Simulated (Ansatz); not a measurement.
System: CH2BO, charge 0, multiplicity 2. It need not be the lowest isomer of its formula. 
Geometry from a B3LYP-D3(BJ)/def2-TZVP (Ansatz, a first-principles code) optimisation:
```xyz
5

B     -0.2250    -0.0101    -1.3469
H     -0.3344     1.0404    -1.8868
H     -0.2945    -1.0685    -1.8777
C      0.0170     0.0008     0.1019
O      0.2065     0.0092     1.2360
```
Charge 0, spin multiplicity 2.

Parts of the frozen-core correlation energy in cc-pVDZ (Ansatz, hartree). Frozen orbitals: 3; correlated occupied orbitals by spin: 8 and 7; virtual: 41 and 42. Open shells are spin-unrestricted. No spin-orbit coupling. No relativistic terms.

```json
[
 {"term": "reference (HF)", "value": "-138.55639"},
 {"term": "MP2 opposite-spin", "value": "-0.28001"},
 {"term": "MP2 same-spin", "value": "___"},
 {"term": "CCSD correlation", "value": "___"},
 {"term": "(T)", "value": "___"},
 {"term": "T1 diagnostic", "value": "0.021"},
 {"term": "largest doubles amplitude", "value": "0.071"},
 {"term": "<S^2> of the reference", "value": "0.764"}
]
```

### Question
What belongs in the gaps?

### Answer

- MP2 same-spin, value: -0.09623
- CCSD correlation, value: -0.39887
- (T), value: -0.01406
